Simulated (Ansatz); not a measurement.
H$_{2}$OSi, charge -1, doublet, geometry from GFN2-xTB (a state made from the parent by changing its charge; the spin is typed, not shown lowest) (a gas-phase anion, which may not be bound at this level). Base run: BLYP/6-31G* (Ansatz, an electronic-structure program).

Here is a job for Ansatz.
Ansatz 0.2 input:
```yaml
crystal:
  periodic: [false, false, false]
  atoms:
    - {symbol: Si, position_ang: [0.06934238, -0.44293770, 0.00358120]}
    - {symbol: O, position_ang: [-0.17097170, 1.09211434, -0.00882986]}
    - {symbol: H, position_ang: [-1.00009541, -1.45561993, -0.00045378]}
    - {symbol: H, position_ang: [1.39707565, -1.08016707, 0.02095588]}
basis:
  gaussian:
    orbitals: 6-31G*
hamiltonian:
  xc: blyp
total_charge: -1
magnetization: {spin_polarized: true, initial_magnetization: 1}
```

Variants of this job, named by their change:

| change | ΔE vs base (mEh) |
|---|---|
| base | 0.000 |
| point_charge = charge:-1.0 position_ang:3.3954, -2.3929, -2.5019 | 103.1 |
| lower_state_search = light | 0.000 |
| fitting.mean_field = cc-pVTZ-JKFIT | -0.026 |
| lower_state_search = full | 0.000 |
| final_grid = 4, 8, 17 | -0.050 |
| forces = on | 0.000 |
| point_charge = charge:1.0 position_ang:2.3788, 3.4404, 0.6245 | -134.5 |
| point_charge = charge:0.5 position_ang:-0.5844, -4.6237, 1.8285 | -51.698 |
| accuracy = high | 0.003 |
| final_grid = 14, 28, 59 | 0.002 |

A gas-phase anion may not be bound at this level; its values then depend on the basis.
